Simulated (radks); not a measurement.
Values are calculated unless marked as measured or tabulated.
Ti2+, configuration [Ar] 3d2. Level of theory: Dirac Kohn-Sham, PBE, spin-unpolarised, spherical densities, point nucleus; open shells fill j = l - 1/2 first (a radial shooting solver on a logarithmic mesh with Libxc functionals).

Normalised radial functions P(r) = r R(r) (large component), r in bohr:

| r | 2s1/2 | 2p1/2 | 2p3/2 |
|---|---|---|---|
| 0.006963 | 0.3656 | 0.0173 | 0.0150 |
| 0.008923 | 0.4463 | 0.0271 | 0.0240 |
| 0.01134 | 0.5345 | 0.0417 | 0.0378 |
| 0.01454 | 0.6329 | 0.0649 | 0.0598 |
| 0.01863 | 0.7320 | 0.1004 | 0.0939 |
| 0.02387 | 0.8200 | 0.1537 | 0.1455 |
| 0.03059 | 0.8785 | 0.2324 | 0.2220 |
| 0.03889 | 0.8825 | 0.3408 | 0.3282 |
| 0.04983 | 0.8012 | 0.4950 | 0.4799 |
| 0.06386 | 0.6006 | 0.6984 | 0.6810 |
| 0.08183 | 0.2575 | 0.9494 | 0.9306 |
| 0.1049 | -0.2239 | 1.2325 | 1.2136 |
| 0.1344 | -0.7934 | 1.5110 | 1.4941 |
| 0.1708 | -1.3294 | 1.7206 | 1.7081 |
| 0.2189 | -1.7269 | 1.8059 | 1.8002 |
| 0.2805 | -1.8368 | 1.7030 | 1.7048 |
| 0.3595 | -1.6173 | 1.4083 | 1.4162 |
| 0.4606 | -1.1619 | 0.9909 | 1.0016 |
| 0.5903 | -0.6613 | 0.5722 | 0.5819 |
| 0.7504 | -0.2954 | 0.2677 | 0.2740 |
| 0.9616 | -0.0924 | 0.0909 | 0.0938 |
| 1.232 | -0.0191 | 0.0212 | 0.0222 |
| 1.579 | -0.0024 | 0.0031 | 0.0033 |
| 2.024 | -0.0002 | 0.0003 | 0.0003 |
| 2.593 | 0.0000 | 0.0000 | 0.0000 |
| 3.297 | 0.0000 | 0.0000 | 0.0000 |
| 4.224 | 0.0000 | 0.0000 | 0.0000 |
| 5.413 | 0.0000 | 0.0000 | 0.0000 |

2s1/2: eigenvalue -552.68 eV, 1 radial node at r = 0.0942 bohr, <r> = 0.325 bohr, 90 % of the charge inside 0.505 bohr. 2p1/2: eigenvalue -463.89 eV, 0 radial nodes, <r> = 0.288 bohr, 90 % of the charge inside 0.474 bohr. 2p3/2: eigenvalue -458.11 eV, 0 radial nodes, <r> = 0.291 bohr, 90 % of the charge inside 0.478 bohr.
